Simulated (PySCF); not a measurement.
Harmonic spectrum computed at PBE0 in the def2-SVP basis family (core potentials from Rb on, PySCF, no spin–orbit coupling):

```tsv
symmetry	ω (cm⁻¹)	IR (km/mol, summed over degenerate members)
b1	135	0.0
e	236	3.8
b2	289	0.0
a1	327	29.9
b1	543	0.0
a1	601	4.8
e	616	422
```

Problem. Which molecule gave it? In each, all ligands are bound to the one heavy central atom.
A. GeF₄ (singlet)
B. TeF₄ (singlet)
C. IF₄ (doublet)
D. SbF₄ (doublet)
E. BrF₄ (doublet)

Solution. E. It has C4v symmetry with Br–F 1.808 Å (×4).
